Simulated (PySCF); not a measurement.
C₂H₇InO, SMILES C[CH2][InH][OH].

Geometry: B3LYP-D3(BJ)/def2-SVP. The structure was generated by enumeration; whether it is a known compound was not checked. The def2 effective core potentials stand for the cores of In; spin–orbit coupling is left out. Other conformers were not sampled.

The numbers are results of TDA-ωB97X/def2-SVPD in PySCF, not measurements.

Vertical excitations. Gas-phase values at a fixed geometry. State labels are in the subgroup Cs.

Computed UV-visible absorptions:
```json
[
 {"state": "S1", "symmetry": "A\"", "energy (eV)": "5.20", "λ (nm)": "239", "f": "0.000", "main pairs": "HOMO→LUMO 97 %"},
 {"state": "S2", "symmetry": "A'", "energy (eV)": "6.23", "λ (nm)": "199", "f": "0.038", "main pairs": "HOMO−1→LUMO 54 %, HOMO→LUMO+1 25 %"},
 {"state": "S3", "symmetry": "A\"", "energy (eV)": "6.27", "λ (nm)": "198", "f": "0.017", "main pairs": "HOMO−2→LUMO 97 %"},
 {"state": "S4", "symmetry": "A\"", "energy (eV)": "6.55", "λ (nm)": "189", "f": "0.052", "main pairs": "HOMO−1→LUMO+1 69 %, HOMO−1→LUMO+2 22 %"},
 {"state": "S5", "symmetry": "A'", "energy (eV)": "6.75", "λ (nm)": "184", "f": "0.190", "main pairs": "HOMO→LUMO+1 60 %, HOMO−1→LUMO 30 %"},
 {"state": "S6", "symmetry": "A'", "energy (eV)": "7.22", "λ (nm)": "172", "f": "0.109", "main pairs": "HOMO→LUMO+2 49 %, HOMO→LUMO+3 36 %"},
 {"state": "S7", "symmetry": "A'", "energy (eV)": "7.68", "λ (nm)": "161", "f": "0.181", "main pairs": "HOMO−2→LUMO+1 52 %, HOMO−2→LUMO+2 17 %, HOMO→LUMO+5 8 %"},
 {"state": "S8", "symmetry": "A'", "energy (eV)": "7.99", "λ (nm)": "155", "f": "0.371", "main pairs": "HOMO→LUMO+3 49 %, HOMO→LUMO+2 26 %"},
 {"state": "S9", "symmetry": "A\"", "energy (eV)": "8.23", "λ (nm)": "151", "f": "0.015", "main pairs": "HOMO−1→LUMO+3 68 %"},
 {"state": "S10", "symmetry": "A\"", "energy (eV)": "8.47", "λ (nm)": "146", "f": "0.096", "main pairs": "HOMO−4→LUMO 81 %"},
 {"state": "T1", "symmetry": "A\"", "energy (eV)": "4.96", "λ (nm)": "250", "f": "0", "main pairs": "HOMO→LUMO 96 %"},
 {"state": "T2", "symmetry": "A'", "energy (eV)": "5.37", "λ (nm)": "231", "f": "0", "main pairs": "HOMO→LUMO+1 67 %, HOMO→LUMO+3 17 %"},
 {"state": "T3", "symmetry": "A'", "energy (eV)": "5.74", "λ (nm)": "216", "f": "0", "main pairs": "HOMO−1→LUMO 94 %"},
 {"state": "T4", "symmetry": "A\"", "energy (eV)": "6.01", "λ (nm)": "206", "f": "0", "main pairs": "HOMO−2→LUMO 90 %"}
]
```
Triplets are in the Tamm–Dancoff approximation.
